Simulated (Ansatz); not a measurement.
Program: Ansatz. Geometries: PBE0-D4/def2-TZVP. ΔE: electronic, gas phase. CCSD(T)/CBS adds triple-zeta CCSD(T) − MP2 to the extrapolated MP2 energy (def2 sets, frozen cores). Functionals use def2-TZVPP. For Ge outer-core shells are correlated without core-valence functions, which leaves a few kJ/mol of doubt a bond. Scalar relativity is left out up to krypton. Each species was taken in one conformer, which may not be the lowest.

Reaction (redistribution): `[OH][Ge]([GeH3])([GeH3])[GeH3]` + silanol → `[OH][GeH]([GeH3])[GeH3]` + `[SiH3][O][GeH3]`

`[OH][Ge]([GeH3])([GeH3])[GeH3]`:

Z-matrix (Å, degrees):
```
Ge
Ge 1 2.438
Ge 1 2.426 2 112.1
O 1 1.802 2 109.2 3 -114.1
Ge 1 2.439 2 110.6 3 125.8
H 2 1.538 1 110.9 3 50.6
H 2 1.539 1 109.9 3 -69.9
H 2 1.540 1 110.0 3 170.8
H 3 1.536 1 110.4 2 -178.1
H 3 1.536 1 110.4 2 -56.9
H 3 1.539 1 108.7 2 62.5
H 4 0.960 1 112.3 2 -60.6
H 5 1.537 1 110.9 2 -175.8
H 5 1.540 1 110.0 2 64.0
H 5 1.538 1 109.9 2 -55.3
```

`O[SiH3]`:

Z-matrix (Å, degrees):
```
Si
O 1 1.648
H 1 1.489 2 111.7
H 1 1.489 2 111.7 3 120.9
H 1 1.481 2 105.9 3 -119.6
H 2 0.957 1 117.9 3 -60.5
```

`[OH][GeH]([GeH3])[GeH3]`:

Z-matrix (Å, degrees):
```
Ge
Ge 1 2.423
Ge 1 2.435 2 113.6
O 1 1.796 2 104.0 3 118.9
H 1 1.550 2 111.5 3 -124.3
H 2 1.538 1 109.1 3 61.5
H 2 1.536 1 109.7 3 -57.6
H 2 1.536 1 110.7 3 -178.5
H 3 1.539 1 110.2 2 170.2
H 3 1.539 1 110.3 2 -69.9
H 3 1.537 1 110.3 2 50.3
H 4 0.960 1 112.3 2 171.9
```

`[SiH3][O][GeH3]`:

Cartesian coordinates in Å:
```
Si -0.446 -0.535 -1.387
O -0.678 -0.094 0.168
Ge 0.367 0.540 1.456
H 0.048 0.611 -2.200
H -1.743 -1.004 -1.933
H 0.558 -1.632 -1.488
H -0.544 0.712 2.676
H 0.952 1.883 0.988
H 1.486 -0.481 1.719
```

| level | ΔE (kcal/mol) |
| --- | --- |
| PBE0-D4 | 3.2 |
| B2PLYP | -0.4 |
| r2SCAN | 1.3 |
| CCSD/def2-SVP | -3.3 |

Question: What does CCSD(T)/CBS give? (Best estimate.)

Answer: The calculation gave: +1.4 kcal/mol. The listed levels differ from it by 1.8, -1.8, -0.1, -4.7 kcal/mol.

Largest T1 diagnostic among the species: 0.012.

From BLYP to BHLYP (50 % exact exchange), in def2-TZVPP and without D4, ΔE moves by −2.8 kcal/mol. At CCSD(T), def2-SVP lies −4.1 kcal/mol from the extrapolated value and def2-TZVPP −1.0 kcal/mol. The D4 term adds +1.3 kcal/mol with B3LYP and +0.8 kcal/mol with PBE0; it sums over pairs of atoms, weighted by their polarisabilities, and B3LYP, whose exchange is more repulsive, gets the larger term.

B3LYP here is the variant with VWN-RPA as its local correlation; programs differ in this.
